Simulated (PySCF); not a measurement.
Compound: C₈H₈Cl (doublet state).
Cartesian coordinates in Å at the GFN2-xTB level; atoms count from 1:
```xyz
17
C8H8Cl angstrom
Cl     3.5069    1.0666   -1.9970
C      3.9162    0.9420   -0.4001
C      3.2809    0.6445    0.7122
C      1.9006    0.3241    0.7525
C      0.7253    0.0600    0.7376
C     -0.6790   -0.2552    0.7107
C     -1.5890    0.7595   -0.0206
C     -2.2120   -0.3947   -0.8185
C     -1.1125   -1.3362   -0.3072
H      3.8131    0.6375    1.6537
H     -1.0304   -0.4731    1.7220
H     -2.2643    1.3270    0.6160
H     -1.0210    1.4502   -0.6407
H     -2.2530   -0.2566   -1.8969
H     -3.2026   -0.6693   -0.4611
H     -0.3417   -1.5354   -1.0491
H     -1.4446   -2.2789    0.1220
```

The species is `C(/C#CC1CCC1)=[C]/Cl` [radical].

Theory: UKS B3LYP, pcH-1 on C Cl H, non-relativistic, mean-field spin-orbit, GIAO in PySCF 2.14.0. The structure is a single GFN2-xTB conformer in the gas phase; no vibrational or solvent corrections. Couplings are sensitive to structure, and on GFN2-xTB geometries they can be far from those on DFT ones. No stability test was run, so a lower SCF solution isn't excluded.

(1) Give the isotropic g value and a_iso(13C) at C2.

(2) Take this nucleus alone (I = 1/2, g_N = 1.4048) with S = 1/2. Where do its 2 lines fall at 3.299 GHz to first order, to second order and exactly?

(3) Someone takes the midpoint and the distance of the outer exact lines at face value. What g and a result?

(4) What levels remain at zero field?

## Answers

(1) g_iso = 2.00444 and a = +476.06 MHz, or +16.969 mT (Mulliken spin population +0.93). 13C makes up about 1.07 % of the natural element, so this concerns labelled samples or satellites.

(2) First order: B = B0 − a·mI with B0 = 117.592 mT. Second order subtracts a²[I(I+1) − mI²]/(2B0). The exact fields come from the Breit–Rabi levels of H = g μB B Sz − g_N μN B Iz + a S·I.

```json
{"mI": "−1/2", "first order (mT)": "126.076", "second order (mT)": "125.464", "exact (mT)": "125.505", "exact − first order": "-0.571"}
{"mI": "+1/2", "first order (mT)": "109.107", "second order (mT)": "108.495", "exact (mT)": "108.448", "exact − first order": "-0.660"}
```

(3) Their midpoint, 116.977 mT, gives an apparent g of 2.01499 (true 2.00444), and their distance over 2I an apparent |a| of 17.058 mT (true 16.969).

(4) F = I ± 1/2 = 1 and 0, at a·I/2 = +119.0 MHz and −a(I+1)/2 = -357.0 MHz, that is |a|(I + 1/2) = 476.1 MHz apart; F = 0 lies lower.

Other couplings of abundant isotopes, left aside here: 1 × 1H 58 MHz, 1 × 35Cl 34 MHz.
